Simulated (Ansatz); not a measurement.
A made-up structure of AlSiH2F2 (charge +1), closed shell:

F1  (0.450, -0.631, 2.110)
Al2  (0.739, -0.650, 0.443)
F3  (1.680, -1.242, -0.832)
Si4  (-0.648, 0.570, -0.389)
H5  (-1.934, -0.049, -0.797)
H6  (-0.287, 2.002, -0.535)
(Å)

It is relaxed with PBE-D4/def2-SVP and then PBE0-D4/def2-TZVP (Ansatz 0.2.0). Atoms count as bonded within 1.22 times the sum of their covalent radii (H–H: 0.88 Å). The end point is not checked to be a true minimum.

(1) Does its bonding change? (Judge from chemistry; the calculation decides.)

Results:

(1) By the calculation: No: no bond forms or breaks.

Where it ends: The first stage lowers the energy by 1.55 eV in 7 steps. It ends as AlSiH₂F₂ ([F][Al]([F])[SiH2]), total charge +1:
F1  (0.746, -0.874, 2.151)
Al2  (0.912, -0.803, 0.547)
F3  (1.884, -1.439, -0.573)
Si4  (-0.800, 0.704, -0.480)
H5  (-2.133, 0.256, -0.944)
H6  (-0.608, 2.156, -0.701)
(Å)

Labels in which every atom is bracketed show which atoms are joined, not bond orders.

For scale, one of the runs: PBE0-D4/def2-TZVP relaxation, 148 basis functions, launched by `ansatz run in.yaml --threads 2 --pin off --events-out ev --progress --plain --max-ram 4352MiB`. Hardware: 2 CPU threads of an Arm Neoverse V2, shared host. Wall time about 17 s.
